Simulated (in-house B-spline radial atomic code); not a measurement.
# Ionising Sc2+ with different functionals

Computed with a radial B-spline atomic code at the basis-set limit: scalar-relativistic (spin-free X2C) Hamiltonian, Fermi nucleus of rms radius 3.5459 fm, spin-polarised at highest spin, spherical fractional occupations for the functionals, the average over the highest-spin determinants for Hartree-Fock. The ionisation energy is the difference of two self-consistent energies, [Ar] 3d1 → [Ne] 3s2 3p6, without Breit or QED terms; ε is the level of the shell that loses the electron (its least bound occupied spin orbital).

Hybrids are left out here: with spherical fractional occupations of an open shell their exact exchange keeps a self-interaction that integer-occupation calculations don't have.

```
           method          rung  ΔSCF (eV)  -ε(3d) (eV)
     Hartree-Fock  Hartree-Fock      23.73        24.46
         LDA VWN5           LDA      25.31        18.50
         LDA PW92           LDA      25.30        18.50
LDA exchange-only           LDA      23.85        17.22
              PBE           GGA      25.09        18.31
           PBEsol           GGA      25.05        18.26
             BLYP           GGA      25.07        18.26
             RPBE           GGA      25.04        18.24
             PW91           GGA      25.20        18.39
             BP86           GGA      25.10        18.32
             AM05           GGA      25.03        18.23
             OLYP           GGA      25.16        18.29
             TPSS      meta-GGA      24.85        18.07
             SCAN      meta-GGA      24.45        17.86
           r2SCAN      meta-GGA      24.50        17.89
          revTPSS      meta-GGA      24.68        17.93
```

(1) How do they compare with the NIST value?

## Answers

(1) NIST lists 24.757 eV (measured, ground level to ground level). Errors run from -1.02 to +0.55 eV; revTPSS is closest (-0.08 eV), but part of that can be cancellation, since the calculations leave out spin-orbit coupling, Breit-QED terms, multiplet and fine-structure energies. Hartree-Fock also lacks correlation.
